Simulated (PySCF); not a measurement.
Spectroscopy problems

All values are calculated (PySCF 2.14): geometry: GFN2-xTB, NMR shieldings at PBE0/pcSseg-1/GIAO, couplings computed with B3LYP/pcJ-1 (spin–dipole term left out of most H,H and C,H couplings). Equivalent nuclei averaged, one conformer, no solvent, non-relativistic Hamiltonian.

δ = σ(ref) − σ, references computed at the same level: ¹H, ¹³C vs TMS. Multiplet labels drop J under 1 Hz and among equivalent protons, and merge close values. Unscaled 3J(H,H) run several per cent high. Where no couplings were computed, multiplicities follow the n + 1 count of equivalent neighbours, and m marks all less simple cases (inequivalent or close neighbours, rings, F or P nearby). Shifts are as computed. Against solution values, carbons near 30 ppm lie about +3 ppm off and those near 130 ppm about +5 ppm; carbons on Cl a further +6 ppm. Of 1211 compounds with measured shifts, 218 miss one by over three times the rms of a fit or turn the order of signals round; such compounds aren't used in these exercises. Carbons bonded to Cl come out too deshielded.

Q: C$_{3}$H$_{5}$N$_{3}$. ¹H NMR (600 MHz, computed): δ 7.62 (s, 2H), 4.28 (s, 3H). ¹³C{¹H} NMR (computed): δ 138.4 (CH), 41.6 (CH3). Give a structure.

A: 2-methyl-1,2,3-triazole (Cn1nccn1). Rings plus π bonds: 3 (1 ring in the answer). 2 carbon signals for 3 carbons: some carbons are equivalent by symmetry or fast rotation. Carbon types of the structure: 2 × CH, 1 × CH3, which accounts for all hydrogens. δC 138.4: aromatic CH next to a ring nitrogen. δC 41.6: methyl carbon bonded to N; the inductive effect lowers its shielding. δH 7.62: hydrogen on an aromatic CH next to a ring nitrogen; ring-current deshielding. δH 4.28: hydrogen on a methyl carbon bonded to N; its carbon carries N, hence the downfield position.

This is the structure that produced the data.

Q: C$_{8}$H$_{6}$Cl$_{2}$O. ¹H NMR (500 MHz, computed): δ 8.69 (s, 1H), 8.25 (d, 1H), 7.64 (d, 1H), 2.57 (s, 3H). ¹³C{¹H} NMR (computed): δ 175.7 (C), 152.3 (C), 146.2 (C), 141.7 (CH), 136.0 (CH), 135.7 (CH), 135.5 (C), 24.3 (CH3). Identify the compound.

A: `Cc1ccc(C(=O)Cl)cc1Cl`. Rings plus π bonds: 5 (1 ring in the answer). 8 carbon signals for 8 carbons: no two carbons are equivalent. Carbon types of the structure: 4 × C, 3 × CH, 1 × CH3, which accounts for all hydrogens. δC 175.7: carbonyl carbon. δC 152.3, 135.5: substituted aromatic carbon. δC 146.2: aromatic carbon bearing chlorine. δH 8.69, 8.25, 7.64: hydrogen on an aromatic CH.

This is the structure that produced the data.
